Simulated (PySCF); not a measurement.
Simulation results for BGeH5OSi, BGeH4NSi, CH5BGeSi

All values are calculated (PySCF 2.14.0). Calculation on a computer-drawn molecule: the log of a Hartree-Fock and frozen-core CCSD(T) single point meant for a local Hartree-Fock minimum, with one planted fault or none, to be diagnosed. Offsets are logged minus clean, where the clean run is the same molecule without the fault. The reference is restricted for singlets and unrestricted otherwise, and also for a bond in bohr or an excited solution. Adding or removing an electron swaps singlet and doublet. The excited solution moves the top pair (singlet) or top alpha electron (doublet) to the lowest empty orbital. Highest occupied and lowest empty are orbital energies over both spins, largest force is the largest gradient component, triples share is (T) over the correlation energy, the T1 limit is 0.02 restricted and 0.045 unrestricted, electrons count all cores, a negative frequency is imaginary (commonest isotopes), and the dipole is about the centre of nuclear charge; on germanium a core potential holds 10 electrons, which the energies leave out, and 3d is frozen in MP2 and coupled-cluster steps.

Common to all runs: meant charge 0; meant multiplicity 1; meant basis cc-pV(D+d)Z; meant basis and core potential on germanium cc-pVDZ-PP ECP10MDF; logged SCF converged yes; logged CC converged yes; logged SCF stable within its kind yes; possible faults no fault, one electron removed, one electron added, multiplicity raised by two, geometry at a saddle point, SCF held on an excited solution, minimal basis STO-3G, one bond length entered in bohr, all coordinates scaled.

(1) 
```xyz
9
formula=BGeH5OSi logged_electrons=64 logged_basis_functions=99 logged_spin_squared=0 logged_highest_occupied=-8.3555 logged_lowest_empty=-0.077649 logged_largest_force=0.029349 logged_T1_diagnostic=0.016804 logged_D1_diagnostic=0.050165 logged_triples_share=0.026392 logged_dipole_magnitude=1.0879 logged_energy_HF=-684.73849 logged_energy_CCSD(T)=-685.25225 planted_fault=all_coordinates_scaled,by_+3.9_% HF_energy_offset_from_clean_run=6.566 CCSD(T)_energy_offset_from_clean_run=3.7
B     -0.8873    -0.0097     0.9557
Si    -1.9117    -1.6752     1.7322
O     -3.6244    -1.4583     1.9036
Ge    -1.5622    -3.7817     0.3014
H     -1.4608     0.9411     0.3849
H      0.3588     0.0150     1.0075
H     -1.2873    -2.0293     3.1089
H     -3.9487    -0.6754     2.4005
H      0.0663    -3.5328     0.2456
```

Units: logged_highest_occupied, logged_lowest_empty in eV; logged_largest_force in hartree/bohr; logged_dipole_magnitude in debye; logged_energy_HF, logged_energy_CCSD(T) in hartree; HF_energy_offset_from_clean_run, CCSD(T)_energy_offset_from_clean_run in kcal/mol.

Drawn bonds:
```
atom  other atom  order
   1           2      1
   2           3      1
   2           4      1
   1           5      1
   1           6      1
   2           7      1
   3           8      1
   4           9      1
```

(2) 
```xyz
8
formula=BGeH4NSi logged_electrons=63 logged_basis_functions=94 logged_spin_squared=0.762 logged_highest_occupied=-1.4377 logged_lowest_empty=5.2937 logged_largest_force=0.064815 logged_T1_diagnostic=0.025798 logged_D1_diagnostic=0.090965 logged_triples_share=0.038807 logged_dipole_magnitude=8.0723 logged_energy_HF=-663.71293 logged_energy_CCSD(T)=-664.21563 planted_fault=one_electron_added HF_energy_offset_from_clean_run=-6.214 CCSD(T)_energy_offset_from_clean_run=-19.67
B     -0.3925     0.3252     1.0080
Si    -0.3148     0.8434    -0.9512
N      0.7116     0.2212    -1.9603
Ge     1.9923    -0.3072    -3.1062
H     -1.2185    -0.4471     1.4033
H      0.3927     0.7688     1.7954
H     -1.3258     1.8457    -1.3654
H      1.2472    -1.6183    -3.6422
```

Units: logged_highest_occupied, logged_lowest_empty in eV; logged_largest_force in hartree/bohr; logged_dipole_magnitude in debye; logged_energy_HF, logged_energy_CCSD(T) in hartree; HF_energy_offset_from_clean_run, CCSD(T)_energy_offset_from_clean_run in kcal/mol.

Drawn bonds:
```
atom  other atom  order
   1           2      1
   2           3      2
   3           4      1
   1           5      1
   1           6      1
   2           7      1
   4           8      1
```

(3) 
```xyz
8
formula=BGeH4NSi logged_electrons=61 logged_basis_functions=94 logged_spin_squared=0.7838 logged_highest_occupied=-14.994 logged_lowest_empty=-6.0913 logged_largest_force=0.068704 logged_T1_diagnostic=0.027762 logged_D1_diagnostic=0.086293 logged_triples_share=0.039147 logged_dipole_magnitude=0.22734 logged_energy_HF=-663.44621 logged_energy_CCSD(T)=-663.89991 planted_fault=one_electron_removed HF_energy_offset_from_clean_run=161.2 CCSD(T)_energy_offset_from_clean_run=178.4
B     -0.3925     0.3252     1.0080
Si    -0.3148     0.8434    -0.9512
N      0.7116     0.2212    -1.9603
Ge     1.9923    -0.3072    -3.1062
H     -1.2185    -0.4471     1.4033
H      0.3927     0.7688     1.7954
H     -1.3258     1.8457    -1.3654
H      1.2472    -1.6183    -3.6422
```

Units: logged_highest_occupied, logged_lowest_empty in eV; logged_largest_force in hartree/bohr; logged_dipole_magnitude in debye; logged_energy_HF, logged_energy_CCSD(T) in hartree; HF_energy_offset_from_clean_run, CCSD(T)_energy_offset_from_clean_run in kcal/mol.

Drawn bonds:
```
atom  other atom  order
   1           2      1
   2           3      2
   3           4      1
   1           5      1
   1           6      1
   2           7      1
   4           8      1
```

(4) 
```xyz
9
formula=CH5BGeSi logged_electrons=61 logged_basis_functions=99 logged_spin_squared=1.0516 logged_highest_occupied=-14.098 logged_lowest_empty=-6.0164 logged_largest_force=0.055274 logged_T1_diagnostic=0.051518 logged_D1_diagnostic=0.2131 logged_triples_share=0.034883 logged_dipole_magnitude=0.82614 logged_energy_HF=-647.39851 logged_energy_CCSD(T)=-647.82243 planted_fault=one_electron_removed HF_energy_offset_from_clean_run=152.1 CCSD(T)_energy_offset_from_clean_run=185.6
B      1.3457    -0.4070     0.9885
Si     1.5325    -1.0299    -0.8934
Ge     0.5187     1.1200    -1.4001
C     -0.9304     1.7307    -0.5708
H      2.2776     0.1209     1.5365
H      0.3298    -0.5500     1.6148
H      1.1526     2.0055    -2.4720
H     -1.4286     2.6453    -0.8730
H     -1.4231     1.1542     0.2026
```

Units: logged_highest_occupied, logged_lowest_empty in eV; logged_largest_force in hartree/bohr; logged_dipole_magnitude in debye; logged_energy_HF, logged_energy_CCSD(T) in hartree; HF_energy_offset_from_clean_run, CCSD(T)_energy_offset_from_clean_run in kcal/mol.

Drawn bonds:
```
atom  other atom  order
   1           2      1
   2           3      1
   3           4      2
   1           5      1
   1           6      1
   3           7      1
   4           8      1
   4           9      1
```

Notes: T1 above single-reference limit.

(5) 
```xyz
9
formula=BGeH5OSi logged_electrons=64 logged_basis_functions=99 logged_spin_squared=1.0883 logged_highest_occupied=-8.1084 logged_lowest_empty=0.93047 logged_largest_force=0.0082421 logged_T1_diagnostic=0.061993 logged_D1_diagnostic=0.2288 logged_triples_share=0.033922 logged_dipole_magnitude=1.8859 logged_energy_HF=-684.63523 logged_energy_CCSD(T)=-685.13509
B      0.6554    -1.7908     0.4023
Si     0.5196    -2.7898    -1.4135
O     -0.7586    -2.0582    -2.1583
Ge    -2.0029    -0.7917    -1.9881
H      1.3881    -0.8450     0.5567
H      0.1188    -2.2026     1.4011
H     -1.7959     0.2086    -3.1201
H     -1.6237     0.4577     0.5968
H     -3.3644    -1.4724    -2.0776
```

Units: logged_highest_occupied, logged_lowest_empty in eV; logged_largest_force in hartree/bohr; logged_dipole_magnitude in debye; logged_energy_HF, logged_energy_CCSD(T) in hartree.

Drawn bonds:
```
atom  other atom  order
   1           2      1
   2           3      1
   3           4      1
   1           5      1
   1           6      1
   4           7      1
   4           8      1
   4           9      1
```

Notes: T1 above single-reference limit.

Question: Give the missing planted fault for BGeH5OSi (entry 5).
Answer: one bond length entered in bohr, row 7 of the drawn bonds

Further results for BGeH5OSi (entry 5):

* HF energy offset from clean run: 64.91 kcal/mol
* CCSD(T) energy offset from clean run: 72.16 kcal/mol
